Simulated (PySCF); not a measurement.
(3S)-3-fluoro-2-methylbut-1-ene (C5H9F), SMILES C=C(C)[C@H](C)F. Atoms are numbered in the order given.

```xyz
15

C     -1.3716    -1.0150     0.6494
C     -0.7517    -0.1443    -0.1504
C     -1.2816     0.2601    -1.5031
C      0.5488     0.5099     0.2670
C      1.7226     0.1440    -0.6295
F      0.8734     0.1512     1.5659
H     -0.9539    -1.2774     1.6239
H     -2.3150    -1.4815     0.3494
H     -0.6393    -0.1167    -2.3164
H     -1.3196     1.3584    -1.6029
H     -2.2951    -0.1346    -1.6623
H      0.4050     1.6077     0.2641
H      2.6445     0.6028    -0.2423
H      1.5633     0.5003    -1.6579
H      1.8505    -0.9492    -0.6494
```
Charge 0, spin multiplicity 1.

Geometry: ωB97X-D3(BJ)/def2-SVP. Other conformers were not sampled.

Calculation: HF/def2-TZVP in PySCF.

The total energy comes out as -294.11366 hartree and the highest occupied level is -9.70 eV. The lowest empty level is 3.59 eV and the orbital gap comes out as 13.29 eV. The dipole moment is 2.20 D and the quadrupole, principal values (traceless, Buckingham form, about the centre of nuclear charge) is -3.64, -0.26, 3.91 D·Å. The mean static polarisability is 59.6 bohr³ (8.83 Å³) and the polarisability, principal values is 47.9, 58.1, 72.9 bohr³.
